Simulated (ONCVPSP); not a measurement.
# Varying the ONCV potential for Li

Base potential:

```json
{
 "Element": "Li (Z = 3)",
 "Generator": "ONCVPSP 4.0.1",
 "Type": "optimised norm-conserving Vanderbilt (ONCV)",
 "Functional": "PBEsol",
 "Relativity": "scalar-relativistic",
 "Frozen core": "[He]",
 "Valence charge": "1",
 "Reference configuration": "2s1",
 "Partial waves": "2s: rc 2.55 bohr, ncon 4, nbas 9, qcut 2.1 1/bohr, 1 projector; p scattering state at 0.21 Ha: rc 2.10 bohr, ncon 3, nbas 6, qcut 3.7 1/bohr, 2 projectors, debl 3.4 Ha",
 "Local potential": "polynomial inside 1.30 bohr (lpopt 5, dvloc0 0 Ha)",
 "Core correction": "Teter function, fcfact 5.5, rcfact 1.5"
}
```

Cutoffs, loose and tight: the cutoffs (Ha) at which the residual kinetic energy of the hardest occupied pseudo-wave falls to 1 and 0.1 mHa per electron. They do not see the model core or the augmentation charge, which bear on the density cutoff. Test errors are all-electron minus pseudo excitation energies from the reference, over the configurations 2s0.5; 2s0 2p1. A dash means not determined; rows that change the core or the reference have their own tests.

For the base: The cutoffs count occupied waves only; projector 2 of the p channel, the hardest unoccupied one, needs 30 Ha at the loose tolerance.

```csv
change,outcome,"cutoff, loose","cutoff, tight",bound ghosts,GHOST(+) flags above zero,largest test error (meV)
base,generated,1.9 Ha,8.2 Ha,none,none,+1.6
p: qcut 4.8,generated,1.9 Ha,8.2 Ha,none,none,+1.6
"core correction Teter function, fcfact 5.5, rcfact 1.66",generated,1.9 Ha,8.2 Ha,none,none,-4.2
"core correction Teter function, fcfact 3, rcfact 1.5",generated,1.9 Ha,8.2 Ha,none,none,-2.6
p: nproj 1,generated,1.9 Ha,8.2 Ha,none,none,+1.6
```
